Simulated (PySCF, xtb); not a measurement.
H3O4S, SMILES O=S(O)(O)=[OH+], charge +1. The values are those of a single conformer.

Harmonic wavenumbers (cm⁻¹) from GFN2-xTB (xtb 6.7.1) at its own minimum, in rising order: 217, 225, 242, 366, 368, 427, 440, 441, 779, 787, 789, 866, 930, 930, 1328, 3470, 3471, 3494.

What does PySCF with B3LYP-D3(BJ)/def2-SVP give at its own minimum? (The exact figures need the calculation; the answer reports its results.)

220, 220, 371, 395, 395, 479, 479, 484, 844, 941, 941, 1092, 1126, 1126, 1391, 3630, 3630, 3644. Paired by order, the mean absolute difference is 103 cm⁻¹ and the zero-point energies are 28.0 and 30.6 kcal/mol.
